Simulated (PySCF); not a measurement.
HS2, SMILES S[S], multiplicity 2.

Coordinates come from a r2SCAN-D4/def2-TZVP optimisation. The isomer is the one that the SMILES or the coordinates give; other isomers of the formula were not compared.

Level of theory: PBE/def2-TZVPD run with PySCF.

Gas-phase values at a fixed geometry.

Estimate the frontier levels, dipole moment and polarisability. (Estimate from the structure and the level; the computed values follow.)


The α spin, highest occupied and lowest empty level comes out as -5.83 and -1.71 eV, the β spin, highest occupied and lowest empty level comes out as -5.98 and -4.69 eV and the dipole moment is 1.52 D. The quadrupole, principal values (traceless, Buckingham form, about the centre of nuclear charge) is -1.53, -1.31, 2.83 D·Å, the mean static polarisability is 44.8 bohr³ (6.64 Å³) and the polarisability, principal values is 34.3, 38.4, 61.7 bohr³. The ⟨S²⟩ is 0.753 (pure state 0.75).
